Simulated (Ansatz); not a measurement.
Consider the ligand exchange at a B–C bond: `NC(=O)B(O)F` + H–F → `OB(F)F` + `NC=O`.

Calculated with Ansatz (gas phase, PBE0-D4/def2-TZVP geometries, no zero-point term in ΔE). CCSD(T)/CBS adds triple-zeta CCSD(T) − MP2 to the extrapolated MP2 energy (def2 sets, frozen cores). This one scheme is used for every species. DFT in def2-TZVPP. One conformer a species, not always the lowest.

```
             level  ΔE (kJ/mol)
       LDA (SPW92)       -138.0
CCSD(T)/def2-TZVPP       -144.2
```

Problem. What does CCSD(T)/CBS give? (Best estimate.)

Solution. Computed: -139.8 kJ/mol. The listed levels differ from it by 1.8, -4.4 kJ/mol.

Largest T1 diagnostic among the species: 0.016.

In def2-TZVPP, CCSD(T) changes the Hartree–Fock value by +29.9 kJ/mol (the triples alone add +4.4 kJ/mol) and MP2 by +30.6 kJ/mol. From BLYP to BHLYP (50 % exact exchange), in def2-TZVPP and without D4, ΔE moves by −9.7 kJ/mol. Leaving LDA and LC-ωPBE aside and taking each functional with its dispersion term where it has one, the values, not all of them listed here, spread over 23.0 kJ/mol, from B97M-V to revPBE-D4.

CCSD(T)/CBS has its own doubt, a few kJ/mol and more with outer-core shells, so smaller differences from it don't rank the levels.
